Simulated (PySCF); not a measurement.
## What binds KS: the parts of the energy along the bond

State: ²Π, doublet, unpaired electrons π ↑. ROHF-based CCSD(T) in PySCF 2.14 with K cc-pwCVDZ-X2C, S aug-cc-pVDZ-DK and K cc-pwCVTZ-X2C, S aug-cc-pVTZ-DK (frozen core orbitals: 10; spin-free X2C with a Gaussian nucleus). Correlation energies are extrapolated as n⁻³ (n = 2, 3), Hartree–Fock as (n+1)·exp(−9√n). CV is the change on freezing 6 orbitals instead, in K cc-pwCVTZ-X2C, S cc-pCVTZ-DK. All energies in eV from K + S.

```csv
R (Å),HF/CBS,CCSD corr.,(T),CV,total
2.6149,-1.442,-1.013,-0.0968,-0.0066,-2.558
2.7286,-1.582,-0.968,-0.0931,-0.0049,-2.648
2.8423,-1.638,-0.932,-0.0905,-0.0036,-2.664
2.9560,-1.635,-0.903,-0.0886,-0.0026,-2.629
3.0981,-1.575,-0.875,-0.0872,-0.0017,-2.539
3.2402,-1.475,-0.854,-0.0863,-0.0010,-2.417
```

A fit to the total gives Re = 2.8151 Å, De = 2.665 eV, ωe = 256.2 cm⁻¹, Be = 0.1211 cm⁻¹ (masses 38.9637 and 31.9721 u).

Question: At R = 2.8423 Å the CCSD correlation energy is -0.266352 hartree in the smaller basis and -0.398331 in the larger. Extrapolate it.

Answer: (3³·E3 − 2³·E2)/(3³ − 2³) = -0.45390 hartree; the larger basis holds 87.8 % of it.

The T1 diagnostic is 0.015. The state was picked by a PBE0 search and need not be the measured ground state. Spin–orbit coupling, excitations beyond (T) and corrections to the Born–Oppenheimer picture are left out.
